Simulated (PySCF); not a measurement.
Si(H)2(Br)(OMe) (CH5BrOSi), SMILES CO[SiH2]Br.

The structure is a stationary point at PBE0-D3(BJ)/def2-SVP. One conformer was computed; it need not be the lowest.

The numbers are results of SMD-M06-2X/6-31G* (PySCF), not measurements.

Solvation free energies are E(SMD) − E(gas) at the gas-phase geometry, for 1 M in both phases. Bromine has the revised SMD18 radius of 2.60 Å. In vacuum the dipole moment is 1.85 D.

Q: Estimate the solvation free energies in water, tetrahydrofuran, cyclohexanone. (The exact figures need the calculation; the answer reports its results.)

A: 
```
solvent          ΔG(solv) (kcal/mol)  its non-electrostatic (CDS) part  dipole (D)
---------------  -------------------  --------------------------------  ----------
water                           -1.2                               2.3        2.30
tetrahydrofuran                 -3.6                              -1.5        2.24
cyclohexanone                   -3.5                              -1.1        2.29
```
